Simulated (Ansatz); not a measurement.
This geometry of C₂H₅NSi (9 atoms, charge 0, multiplicity 1) is a first-order saddle point.

Theory: RKS PBE0-D4/6-31G* in Ansatz.

```xyz
9
Properties=species:S:1:pos:R:3
C 0.324 1.915 -0.929
C 0.082 0.667 -0.602
Si -0.238 -0.946 -0.220
N -0.200 -1.631 1.362
H 1.330 2.270 -1.168
H -0.465 2.668 -0.982
H -0.561 -1.885 -1.311
H 0.683 -1.649 1.853
H -0.955 -1.409 1.997
```

Problem. Which two structures does it join? (They come from a converged band through this point; their orientation in space is the band's.)

Solution. No bond is made or broken. The dihedral H7–Si3–N4–H9 goes from -171 to -45°. The two ends are copies of one structure, up to a mirror image or an exchange of like atoms.

First end point:

```xyz
9
Properties=species:S:1:pos:R:3
C 0.241 1.939 -0.974
C 0.188 0.673 -0.624
Si -0.127 -0.925 -0.200
N -0.378 -1.515 1.391
H 1.192 2.460 -1.119
H -0.650 2.548 -1.149
H -0.060 -2.024 -1.182
H 0.165 -2.301 1.723
H -0.571 -0.857 2.133
```

Last end point:

```xyz
9
Properties=species:S:1:pos:R:3
C 0.281 1.935 -0.975
C 0.009 0.697 -0.625
Si -0.097 -0.927 -0.198
N -0.059 -1.555 1.398
H 1.300 2.305 -1.114
H -0.507 2.673 -1.153
H -0.397 -1.979 -1.187
H 0.256 -0.961 2.152
H -0.786 -2.188 1.703
```

Problem. How far does it lie above each of them?

Solution. 1.0 kcal/mol above the first and 1.0 kcal/mol above the second. This is the barrier of this one path; another mechanism may lie lower.

Run time: 16 min on 1 thread of Arm Neoverse V1, with other jobs on the host, peak memory 0.14 GiB.
